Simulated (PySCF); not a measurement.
Hg⁺ (mercury, charge +1) across methods

[Xe] 4f14 5d10 6s1, 2S determinant. All numbers are calculated (PySCF 2.14, the spin-free X2C one-electron Hamiltonian (Gaussian nucleus), in ANO-RCC-VTZP (8s7p5d3f1g, 84 functions)).

```csv
method,E (hartree),mean ε 5d α (eV),mean ε 5d β (eV),mean ε 6s α (eV),Σ⟨r²⟩ (bohr²),⟨S²⟩
r2SCAN,-19624.79,-19.385,-18.977,-15.419,50.25,0.752
UHF,-19618.87443,-25.471,-25.143,-17.399,50.40,0.752
LDA,-19612.75,-19.272,-18.980,-15.444,50.61,0.751
PBE,-19624.81,-19.006,-18.678,-15.095,50.59,0.751
```

**Question.** Estimate the same row for PBE0.

**Answer.** E (hartree) = -19624.54; mean ε 5d α (eV) = -20.868; mean ε 5d β (eV) = -20.534; mean ε 6s α (eV) = -15.870; Σ⟨r²⟩ (bohr²) = 50.36; ⟨S²⟩ = 0.751.

Spin-orbit coupling, which splits the p, d and f shells strongly at this Z, is absent.
